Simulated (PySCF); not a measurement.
**Sr³⁰⁺: ionisation energy**

Sr³⁰⁺ [He] 2s2 2p4 (3P) → Sr³¹⁺ [He] 2s2 2p3 (4S), as a difference of total energies. Calculation: PySCF 2.14, in an uncontracted even-tempered set (18 s from 8.7 bohr⁻², ratio 2.2; 11 p from 11 bohr⁻², ratio 2.2; 6 d from 52 bohr⁻², ratio 2.4; 5 f from 77 bohr⁻², ratio 2.4; 4 g from 120 bohr⁻², ratio 2.4); the non-relativistic Hamiltonian (point nucleus). Correlated levels: nothing frozen; virtual orbitals above 40 to 60 times the deepest correlated orbital energy dropped. The calculations carry no spin-orbit coupling.

| method | ionisation energy (eV) |
| --- | --- |
| UHF | 3633.6 |
| LDA | 3631.7 |
| PBE | 3636.1 |
| PBE0 | 3635.9 |
| r2SCAN | 3636.9 |
| BP86 | 3637.3 |
| PBEsol | 3633.3 |
| MP2 (all electrons) | 3635.1 |
| SCS-MP2 (all electrons) | 3635.2 |

Spin-orbit coupling is strong in these open shells (close to jj coupling). The scalar numbers leave it out and a first-order estimate fails, so it can dominate the gap to the real levels.

The gap to the reference is mostly relativistic.

For comparison: 3664 ± 8 eV (semi-empirical (NIST evaluation); NIST Atomic Spectra Database, ionization energies).
